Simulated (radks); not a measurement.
Values are calculated unless marked as measured or tabulated.
Valence configurations of Br I (all share [Ar]). Code: a radial shooting solver on a logarithmic mesh with Libxc functionals. Model: scalar-relativistic Kohn-Sham, PBE, spin-polarised, spherical densities, point nucleus; open shells are filled with parallel spins first. Energies are relative to 3d10 4s2 4p5; eigenvalues in eV for spin up.

[
 {"valence": "3d10 4s2 4p5", "E (eV)": "0.000", "moment (Bohr magnetons)": "1", "e(3d)": "-66.743", "e(4p)": "-8.204", "e(4s)": "-20.494"},
 {"valence": "3d10 4s1.5 4p5.5", "E (eV)": "6.139", "moment (Bohr magnetons)": "1", "e(3d)": "-67.560", "e(4p)": "-8.529", "e(4s)": "-20.964"},
 {"valence": "3d10 4s1 4p6", "E (eV)": "12.301", "moment (Bohr magnetons)": "1", "e(3d)": "-68.370", "e(4p)": "-8.852", "e(4s)": "-21.429"},
 {"valence": "3d9.5 4s2 4p5.5", "E (eV)": "30.803", "moment (Bohr magnetons)": "1", "e(3d)": "-73.237", "e(4p)": "-8.718", "e(4s)": "-21.498"},
 {"valence": "3d9.5 4s1.5 4p6", "E (eV)": "37.170", "moment (Bohr magnetons)": "1", "e(3d)": "-74.026", "e(4p)": "-9.032", "e(4s)": "-21.946"},
 {"valence": "3d9 4s2 4p6", "E (eV)": "64.082", "moment (Bohr magnetons)": "1", "e(3d)": "-79.857", "e(4p)": "-9.225", "e(4s)": "-22.475"}
]

NIST lists [Ar] 3d10 4s2 4p5 as the ground configuration; this level of theory agrees among the configurations tried. The energies are those of spherical high-spin densities, not of single terms.
